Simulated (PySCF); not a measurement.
Computed IR spectrum (relative IR intensity) of a molecule C2H5NOSi. The structure is a stationary point at B3LYP-D3(BJ)/def2-SVP. One conformer was computed; it need not be the lowest. Level of theory: B3LYP-D3(BJ)/def2-SVP (PySCF 2.14.0). Frequencies are harmonic and unscaled.

Lines under 2 % of the strongest are left out, and lines within 2 cm⁻¹ are merged.

ν (cm⁻¹): 120 (w), 143 (w), 260 (w), 296 (m), 346 (w), 389 (w), 414 (m), 607 (w), 734 (w), 743 (w), 799 (m), 847 (w), 894 (vs), 920 (w), 941 (vs), 1531 (m), 2151 (w), 2269 (m), 3455 (w), 3582 (w), 3681 (w), 3859 (m) (against the strongest line: vs over 80 %, s over 45 %, m over 15 %, w over 4 %, vw less)

Problem. Pick the molecule that these values belong to.
A) O=C/N=C/[SiH3]
B) C[SiH2]OC#N
C) C#C[Si@H](N)O
D) C1=NC[SiH2]O1

Solution. C, C#C[Si@H](N)O
